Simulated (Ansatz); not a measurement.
Harmonic frequencies (cm⁻¹) at PBE0-D4/def2-TZVP from Ansatz: 82, 122, 191, 307, 329, 415, 477, 524, 586, 667, 692, 710, 819, 830, 919, 949, 1014, 1044, 1274, 1311, 1322, 1378, 1430, 1508, 1680, 1724, 2680, 3170, 3173, 3213, 3274, 3283, 3621.

Each molecule was computed in one conformer, which needn't be the lowest.

**Question.** Which molecule is it?
A. `N=CN=CN`
B. `[SiH3]C1CC1`
C. `C=CNC(=C)S`
D. `CNCC#CS`

**Answer.** C.
